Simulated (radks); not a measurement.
Values are calculated unless marked as measured or tabulated.
Coulomb parameter of the 5d shell of the iridium ion Ir3+ in the model configuration [Xe] 4f14 5d4 6p2, as a second difference U = [E(n + 0.25) + E(n - 0.25) - 2 E(n)] / (0.25)^2 with all orbitals relaxed. "Bare": the charge of the atom changes with n. "Screened": the 6p shell takes up the change at fixed total charge, which measures U(5d,5d) + U(6p,6p) - 2 U(5d,6p). Level of theory: scalar-relativistic Kohn-Sham, BLYP, spin-unpolarised, spherical densities, finite nucleus; Fermi nuclear charge, rms radius 5.4032 fm (a radial shooting solver on a logarithmic mesh with Libxc functionals).

| case | configuration | E - E(n) (eV) |
|---|---|---|
| start | [Xe] 4f14 5d4 6p2 | 0.000 |
| bare +0.25 | [Xe] 4f14 5d4.25 6p2 | -10.768 |
| bare -0.25 | [Xe] 4f14 5d3.75 6p2 | 11.606 |
| screened +0.25 | [Xe] 4f14 5d4.25 6p1.75 | -4.558 |
| screened -0.25 | [Xe] 4f14 5d3.75 6p2.25 | 4.708 |

U(bare) = 13.405 eV, U(screened by 6p) = 2.392 eV, against the Slater integral F0(5d,5d) = 16.720 eV with frozen orbitals.
